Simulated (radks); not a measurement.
Values are calculated unless marked as measured or tabulated.
Dipole-allowed excitations along the series with 48 electrons in [Kr] 4d10 5s2. Code: a radial shooting solver on a logarithmic mesh with Libxc functionals. Model: scalar-relativistic Kohn-Sham, LDA (Slater exchange, Perdew-Wang correlation), spin-polarised, spherical densities, finite nucleus; Fermi nuclear charge, rms radius of each element as measured or else 0.836 A^(1/3) + 0.57 fm. Time-dependent linear response with the Hartree and adiabatic LDA kernel, continuum included through the Sternheimer equations, no spin-orbit coupling, so fine structure and intercombination lines are absent. Lines are the poles of the dipole polarisability below minus the highest occupied eigenvalue, found on a grid refined at the orbital gaps; the lowest seven at most are given, and weak or close lines can be missed. The first line takes the name of the lowest orbital gap if no other gap lies below it; otherwise a line is named after a gap within 0.6 % of it, if that gap stands alone.

\begin{tabular}{lrrrrrr}
species & -e(HOMO) (eV) & lowest orbital gap (eV) & first line (eV) & f & static alpha (bohr^3) & measured (eV) \\ \hline
Cd & 5.955 & 5s-5p 4.629 & 5.340 (5s-5p) & 1.25 & 44.67 & 5s-5p 5.417 \\
In+ & 15.302 & 5s-5p 6.610 & 7.956 (5s-5p) & 1.52 & 22.77 & 5s-5p 7.816 \\
Sn2+ & 26.529 & 5s-5p 8.402 & 10.153 (5s-5p) & 1.56 & 14.37 & - \\
\end{tabular}

Measured values: term averages from the NIST Handbook of Basic Atomic Spectroscopic Data.
